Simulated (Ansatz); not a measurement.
Compare A (`C=C=C[SiH](C)F`) with its isomer B (`C=C1C[SiH]1CF`).

Program: Ansatz. Geometries: PBE0-D4/def2-TZVP. ΔE: electronic, gas phase. CCSD(T)/CBS adds triple-zeta CCSD(T) − MP2 to the extrapolated MP2 energy (def2 sets, frozen cores). DFT in def2-TZVPP. B3LYP here is the variant with VWN-RPA as its local correlation; programs differ in this. Each species was taken in one conformer, which may not be the lowest.

(1) Which isomer does CCSD(T)/CBS put lower? Give the gap. (Best estimate.)

(2) Give E(B) − E(A) in kJ/mol with PBE-D4, B2PLYP, CCSD/def2-TZVPP, CCSD(T)/def2-TZVPP, B3LYP, r2SCAN-D4, HF/def2-TZVPP. (An estimate is asked.)

Largest T1 diagnostic: 0.012.

## Answers

(1) The calculation gave: A, by 304.4 kJ/mol.

(2) Computed: PBE-D4 276.5, B2PLYP 306.9, CCSD/def2-TZVPP 304.9, CCSD(T)/def2-TZVPP 301.5, B3LYP 303.9, r2SCAN-D4 299.4, HF/def2-TZVPP 329.2. None reverses the order clearly.

From PBE to PBE0 (25 % exact exchange), in def2-TZVPP and without D4, E(B) − E(A) moves by +6.2 kJ/mol. In def2-TZVPP, CCSD(T) changes the Hartree–Fock value by −27.7 kJ/mol (the triples alone add −3.5 kJ/mol) and MP2 by −22.9 kJ/mol.
